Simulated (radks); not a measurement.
Results of a calculation; reference values are marked as such.
All-electron atom: Rb0.75+ in [Ar] 3d10 4s2 5s(up 0.5, down 0.5) 4p(up 2.75, down 2.5) (fractional occupations, a model configuration). Code: a radial shooting solver on a logarithmic mesh with Libxc functionals. Model: scalar-relativistic Kohn-Sham, LDA (Slater exchange, Perdew-Wang correlation), spin-polarised, spherical densities, finite nucleus; Fermi nuclear charge, rms radius 4.2036 fm.

Normalised radial functions P(r) = r R(r), r in bohr:

r,3d down,4s down,5s up
0.004377,0.0001,0.0854,0.0283
0.006797,0.0003,0.1183,0.0392
0.01055,0.0010,0.1544,0.0512
0.01626,0.0034,0.1813,0.0601
0.02524,0.0114,0.1748,0.0579
0.03919,0.0358,0.0966,0.0319
0.06085,0.1041,-0.0745,-0.0248
0.09373,0.2660,-0.2666,-0.0883
0.1455,0.5881,-0.2748,-0.0905
0.226,1.0391,0.0821,0.0287
0.3509,1.3628,0.4780,0.1574
0.5405,1.2376,0.2271,0.0634
0.8392,0.7186,-0.5852,-0.2046
1.303,0.2336,-0.9518,-0.2255
2.023,0.0337,-0.5556,0.1654
3.116,0.0016,-0.1340,0.5261
4.839,0.0000,-0.0100,0.4662
7.513,0.0000,-0.0001,0.1599
11.67,0.0000,0.0000,0.0159

3d down: eigenvalue -113.45 eV, 0 radial nodes, <r> = 0.525 bohr, 90 % of the charge inside 0.856 bohr. 4s down: eigenvalue -40.185 eV, 3 radial nodes at r = 0.0515, 0.210, 0.618 bohr, <r> = 1.43 bohr, 90 % of the charge inside 2.11 bohr. 5s up: eigenvalue -6.673 eV, 4 radial nodes at r = 0.0515, 0.209, 0.603, 1.73 bohr, <r> = 4.17 bohr, 90 % of the charge inside 6.09 bohr.
